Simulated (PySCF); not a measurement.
Polarisability and C₆ of Ag²⁺ (silver, charge +2)

[Kr] 4d9, 2D determinant. Computed with PySCF 2.14 in aug-cc-pVDZ-PP with ECP28MDF (5s5p4d2f, 54 functions), with a scalar-relativistic core potential. Coupled (time-dependent) response in atomic units; α is the mean over directions. A double-zeta set is small for polarisabilities.

| method | mean α (bohr³) | α xx, yy, zz | C₆ (like pair) | S(−4) |
| --- | --- | --- | --- | --- |
| UHF | 5.082 | 4.951, 4.951, 5.343 | 25.49 | 5.545 |
| PBE | 5.808 | 5.676, 5.676, 6.072 | 29.47 | 8.807 |
| PBE0 | 5.563 | 5.431, 5.431, 5.828 | 28.18 | 7.516 |
| M06-L | 5.543 | 5.394, 5.394, 5.840 | 28.27 | 7.185 |

S(−4) is the Cauchy moment in α(ω) = α(0) + S(−4) ω² + …

Spin-orbit coupling is absent.

α(iu) at M06-L:

```csv
u (hartree),α(iu) (bohr³)
0,5.543
0.0500,5.525
0.100,5.472
0.200,5.281
0.300,5.012
0.500,4.406
0.750,3.724
1.00,3.172
1.50,2.348
2.00,1.776
3.00,1.082
5.00,0.4995
```

A single London oscillator, α(iu) = α/(1 + u²/ω²), gives C₆ = (3/4) ω α². Matching the computed C₆ needs ω = 4 × 28.27 / (3 × 5.543²) = 1.23 hartree.

For an ion, C₆ is the dispersion term alone; charge-induced terms of lower order in 1/R come first.

The components differ because the open shell of this determinant is not spherical; for a pure term their mean is the scalar polarisability.

Energies and moments cover only the electrons outside the core potential.
